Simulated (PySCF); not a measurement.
An unknown is described by computed data only.

Formula: C6H5F3O.

| Property | Result |
| --- | --- |
| Rotational structure | rotational constants A, B, C: 2.417, 0.971, 0.789 GHz [GFN2-xTB] |
| 13C NMR | chemical shifts (computed TMS as zero) by class: 187.3 (1 C), 149.7 (1 C), 140.8 (1 C), 140.4 (1 C), 132.9 (1 C), 125.8 (1 C) ppm [GIAO PBE0/pcSseg-1] |
| Dipole | 3.23 D [PBE0/pcSseg-1] |
| NMR, other nuclei | isotropic shieldings of nuclei other than C and H, by class: -320 (1 O), 253 (3 F) ppm [GIAO PBE0/pcSseg-1] |
| 1H NMR | chemical shifts (computed TMS as zero) by class: 7.45 (1 H), 7.12 (1 H), 6.75 (1 H), 6.53 (1 H), 5.96 (1 H) ppm [GIAO PBE0/pcSseg-1] |

Electronic properties: PySCF, gas phase, density fitting. Levels stand in brackets. Geometry: GFN2-xTB, one conformer, isolated molecule. Each NMR value is the plain mean over a class of atoms that symmetry, rotation or inversion makes alike.

Question: Propose a structure and show how it fits.

Answer: Numbering: `[CH2:1]=[CH:2][C:3](=[CH2:4])[C:5](=[O:6])[C:7]([F:8])([F:9])[F:10]`. Its formula, C6H5F3O, gives 3 degrees of unsaturation: 0 rings and 3 π bonds in the structure found. 6 carbons fall into 6 classes; from least to most shielded: ketone carbonyl carbon [C5] (187.3 ppm), terminal =CH2 carbon [C4] (149.7 ppm), fully substituted alkene carbon [C3] (140.8 ppm), alkene CH carbon [C2] (140.4 ppm), terminal =CH2 carbon [C1] (132.9 ppm), CF3 carbon [C7] (125.8 ppm). Hydrogen classes from least to most shielded: 1 H on a terminal =CH2 carbon, C1 (7.45 ppm), 1 H on a terminal =CH2 carbon, C4 (7.12 ppm), 1 H on a terminal =CH2 carbon, C4 (6.75 ppm), 1 H on an alkene CH carbon, C2 (6.53 ppm), 1 H on a terminal =CH2 carbon, C1 (5.96 ppm). The other shieldings belong to: -320 ppm, ketone oxygen [O6]; 253 ppm, fluorine of a CF3 group [F8/F9/F10]. The optimised geometry has point group Cs and is an asymmetric top. Structure: `FC(F)(C(=O)C(=C)C=C)F`. Computed isomers that give other values at the same levels: `C=CCC(=C=O)C(F)(F)F` (13C chemical shifts (computed TMS as zero) by class: 197.9 (1 C), 143.2 (1 C), 136.0 (1 C), 126.4 (1 C), 36.5 (1 C), 33.9 (1 C) ppm); `FC(F)(F)OC1=CCC=C1` (13C chemical shifts (computed TMS as zero) by class: 159.7 (1 C), 143.4 (1 C), 135.6 (1 C), 130.5 (1 C), 117.5 (1 C), 42.8 (1 C) ppm); `C=CC1(OC(F)(F)F)C=C1` (13C chemical shifts (computed TMS as zero) by class: 146.5 (1 C), 131.8 (1 C), 130.6 (2 C), 125.2 (1 C), 65.1 (1 C) ppm). The assignments are read from this structure; whether some other isomer fits the data as well wasn't checked.

Shape of the structure used: `[CH2:1]=[CH:2][C:3](=[CH2:4])[C:5](=[O:6])[C:7]([F:8])([F:9])[F:10]`: C1–C2–C3–C4 180°, C2–C3–C5–O6 0°, C3–C5–C7–F8 60°.
